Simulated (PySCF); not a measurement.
# Reading the logs of faulty runs: BH3NOSi anion

Calculated results; nothing here was measured. The program is PySCF 2.14.0, an open-source quantum chemistry code, run on an isolated molecule that a program drew, which may never have been made. The molecule is BH3NOSi anion (charge -1, singlet), drawn as the SMILES string `B[Si](=N)[O-]`.

Each row is a Hartree-Fock (HF) and frozen-core CCSD(T) single point in the aug-cc-pV(D+d)Z basis, meant for a local HF minimum. Run 1 is clean. Each other run has one planted mistake out of seven kinds, and not every kind appears here: one electron removed, one electron added, multiplicity raised by two, geometry at a saddle point, minimal basis STO-3G, one bond length entered in bohr, all coordinates scaled. The reference is restricted for singlets and unrestricted otherwise, and also for a bond in bohr. Adding or removing an electron swaps singlet and doublet. Electrons count all cores. HOMO and LUMO are orbital energies over both spins, the gradient is its largest component, and the lowest frequency (negative if imaginary) is given only where the gradient is small. Bond lengths are over the 6 bonds as drawn. T1 is the CCSD diagnostic: over 0.02 (restricted) or 0.045 (unrestricted) a single reference is doubtful.

Geometry of the clean run:
```xyz
7
BH3NOSi anion, angstrom
B    -1.8747   -0.5025    0.0238
Si    0.0649   -0.1914   -0.5024
N     1.2340   -0.6517    0.5208
O     0.1156    0.4788   -1.8864
H    -2.4807   -1.5086   -0.2646
H    -2.5344    0.3187    0.6180
H     0.9164   -1.0745    1.3770
```

```
run  electrons  basis functions  <S^2>  HOMO (eV)  LUMO (eV)  gradient (hartree/bohr)  lowest frequency (cm^-1)  mean bond (Å)  longest bond (Å)      T1  HF (hartree)  CCSD(T) (hartree)                          mistake
  1         38              128  0.000      -4.51       3.47                  9.8e-06                       145         1.4363             2.034  0.0239    -444.70662         -445.33207                         no fault
  2         37              128  0.788     -11.10      -0.90                  8.2e-02                         -         1.4363             2.034  0.0308    -444.62420         -445.19707             one electron removed
  3         38              128  0.902      -3.31       3.31                  1.3e-02                         -         1.7379             3.843  0.0411    -444.61083         -445.22101  one bond length entered in bohr
  4         38              128  2.061      -1.67       3.62                  6.4e-02                         -         1.4363             2.034  0.0630    -444.62987         -445.25062                                ?
```

**Which mistake was planted in run 4, and what did it cost?**

Electrons, basis and geometry are unchanged, and <S^2> is 2.061, beside S(S+1) = 2.00 for a multiplicity of 3. So the mistake is: multiplicity raised by two. Subtracting run 1 and multiplying by 627.51 kcal/mol a hartree, the energy moved by 48.2 kcal/mol in HF and 51.1 kcal/mol in CCSD(T).

Cautions from the logs. Run 1: T1 is over the limit, so its CCSD(T) energy is less reliable; run 4: T1 is over the limit, so its CCSD(T) energy is less reliable.
